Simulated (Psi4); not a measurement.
H12MgO6, charge +2, singlet, at a GFN2-xTB geometry (such geometries of metal compounds can be far from the true shape); HF/STO-3G (Psi4).

Here is a job for Psi4.
```
memory 2 GB

molecule mol {
2 1
Mg   -0.000000    0.000000    0.000000
O    -0.674100    1.617592   -0.906750
H    -1.476438    1.689006   -1.433170
H    -0.264359    2.488266   -0.908423
O     1.549154    1.021531    0.670677
H     1.601521    1.507870    1.499348
H     2.399016    1.130133    0.232609
O     1.019275   -0.482784   -1.619014
H     1.579802   -1.256184   -1.735746
H     1.052377    0.009442   -2.445200
O    -1.019275    0.482784    1.619014
H    -1.579802    1.256184    1.735746
H    -1.052377   -0.009442    2.445200
O    -1.549154   -1.021531   -0.670677
H    -1.601521   -1.507870   -1.499348
H    -2.399016   -1.130133   -0.232609
O     0.674100   -1.617592    0.906750
H     0.264359   -2.488266    0.908423
H     1.476438   -1.689006    1.433170
}

set {
  basis sto-3g
  reference rhf
  scf_type pk
  puream true
  d_convergence 1e-8
}

energy('scf')
print_variables()
```

The log (banner, timings and long lists left out):

```
   => Loading Basis Set <=

    Name: STO-3G
    Role: ORBITAL
    Keyword: BASIS

         ---------------------------------------------------------
                                   SCF
               by Justin Turney, Rob Parrish, Andy Simmonett
                          and Daniel G. A. Smith
                              RHF Reference
         ---------------------------------------------------------

  ==> Geometry <==

    Molecular point group: ci
    Full point group: Ci

    Geometry (in Angstrom), charge = 2, multiplicity = 1:

       Center              X                  Y                   Z               Mass
    ------------   -----------------  -----------------  -----------------  -----------------
         MG           0.000000000000     0.000000000000     0.000000000000    23.985041697000
         O           -0.674100000000     1.617592000000    -0.906750000000    15.994914619570
         H           -1.476438000000     1.689006000000    -1.433170000000     1.007825032230
         H           -0.264359000000     2.488266000000    -0.908423000000     1.007825032230
         O            1.549154000000     1.021531000000     0.670677000000    15.994914619570
         H            1.601521000000     1.507870000000     1.499348000000     1.007825032230
         H            2.399016000000     1.130133000000     0.232609000000     1.007825032230
         O            1.019275000000    -0.482784000000    -1.619014000000    15.994914619570
         H            1.579802000000    -1.256184000000    -1.735746000000     1.007825032230
         H            1.052377000000     0.009442000000    -2.445200000000     1.007825032230
         O           -1.019275000000     0.482784000000     1.619014000000    15.994914619570
         H           -1.579802000000     1.256184000000     1.735746000000     1.007825032230
         H           -1.052377000000    -0.009442000000     2.445200000000     1.007825032230
         O           -1.549154000000    -1.021531000000    -0.670677000000    15.994914619570
         H           -1.601521000000    -1.507870000000    -1.499348000000     1.007825032230
         H           -2.399016000000    -1.130133000000    -0.232609000000     1.007825032230
         O            0.674100000000    -1.617592000000     0.906750000000    15.994914619570
         H            0.264359000000    -2.488266000000     0.908423000000     1.007825032230
[...]

   @RHF iter SAD:  -642.09800736424063   -6.42098e+02   0.00000e+00
   @RHF iter   1:  -646.93197083471034   -4.83396e+00   1.10671e-02 ADIIS/DIIS
   @RHF iter   2:  -647.04551928786964   -1.13548e-01   2.25839e-03 ADIIS/DIIS
   @RHF iter   3:  -647.04920059903088   -3.68131e-03   4.41191e-04 ADIIS/DIIS
   @RHF iter   4:  -647.04939947271646   -1.98874e-04   2.71934e-05 DIIS
   @RHF iter   5:  -647.04940014223837   -6.69522e-07   4.36194e-06 DIIS
   @RHF iter   6:  -647.04940016843250   -2.61941e-08   1.07750e-06 DIIS
   @RHF iter   7:  -647.04940017046306   -2.03056e-09   1.39663e-07 DIIS
   @RHF iter   8:  -647.04940017049330   -3.02407e-11   8.70781e-09 DIIS
  Energy and wave function converged.

  ==> Post-Iterations <==

    Orbital Energies [Eh]
    ---------------------

    Doubly Occupied:

[...]
    Virtual:

[...]
      27Au     0.580481

    Final Occupation by Irrep:
             Ag    Au
    DOCC [    17,   18 ]
    NA   [    17,   18 ]
    NB   [    17,   18 ]

  @RHF Final Energy:  -647.04940017049330

   => Energetics <=

    Nuclear Repulsion Energy =            490.8568925317442222
    One-Electron Energy =               -1856.4883931922040574
    Two-Electron Energy =                 718.5821004899664786
    Total Energy =                       -647.0494001704932998

Computation Completed

Properties will be evaluated at   0.000000,   0.000000,   0.000000 [a0]

Properties computed using the SCF density matrix

 Multipole Moments:

 ------------------------------------------------------------------------------------
     Multipole            Electronic (a.u.)      Nuclear  (a.u.)        Total (a.u.)
 ------------------------------------------------------------------------------------

 L = 1.  Multiply by 2.5417464519 to convert [e a0] to [Debye]
 Dipole X            :          0.0000000            0.0000000            0.0000000
 Dipole Y            :          0.0000000           -0.0000000           -0.0000000
 Dipole Z            :          0.0000000           -0.0000000           -0.0000000
 Magnitude           :                                                    0.0000000

 ------------------------------------------------------------------------------------

  Variable Map:
  ----------------------------------------------------------------------------
[...]
  Array Variable Map:
  ----------------------------------------------------------------------------
[...]
[...]
```
